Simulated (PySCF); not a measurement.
**Two-dimensional NMR puzzle**

Compound of formula C6H14Si. Correlations simulated from computed shifts and the bond graph:

HSQC (one-bond C–H):
```csv
δH,δC
5.96,131.4
5.43,131.4
1.92,27.1
0.09,-1.4
```

COSY cross peaks (H two or three bonds apart, from the bond graph; peaks can be absent where the dihedral angle is near 90°):
```csv
δH,δH
5.96,5.43
```

HMBC (two and three bonds, from the bond graph):
```csv
δH,δC
5.96,"157.3, 27.1"
5.43,"157.3, 27.1"
1.92,"157.3, 131.4"
0.09,"157.3, -1.4"
```

Carbons without hydrogens: δ 157.3.

Level of theory: σ from GIAO-PBE0/pcSseg-1, GFN2-xTB structure, in PySCF 2.14 (relativity neglected, one computed conformer, in vacuum, equivalent nuclei averaged).

Shifts are taken against calculated references (same method and geometry level): ¹H (σref 31.72), ¹³C (σref 186.93) vs TMS.

Exchangeable hydrogens are left out of these lists.

Problem. Assemble the structure.

Solution. `InChI=1S/C6H14Si/c1-6(2)7(3,4)5/h1H2,2-5H3`.

Numbering as in the mapped SMILES `[CH2:1]=[C:2]([CH3:3])[Si:4]([CH3:5])([CH3:6])[CH3:7]`; H(Xn) means a hydrogen on atom n. Ha(C1) is cis to C3; Hb(C1) is trans to C3.

δC 157.3 is C2, a fully substituted alkene carbon. δC 131.4 is C1, a terminal =CH2 carbon (δH 5.43, 5.96). δC 27.1 is C3, an allylic methyl carbon (δH 1.92). δC -1.4 is C5/C6/C7, a methyl carbon bonded to Si (δH 0.09). HMBC from δH 5.96 reaches the proton-free carbon C2. HMBC from δH 5.43 reaches the proton-free carbon C2. HMBC from δH 1.92 reaches the proton-free carbon C2. HMBC from δH 0.09 reaches the proton-free carbon C2. COSY links 5.96–5.43.

The data come from this structure; uniqueness wasn't tested.

Shifts are as computed. Against solution values, carbons near 30 ppm lie about +3 ppm off and those near 130 ppm about +5 ppm. Of 1309 compounds with measured shifts, 239 miss one by over three times the rms of a fit or turn the order of signals round; such compounds aren't used in these exercises.
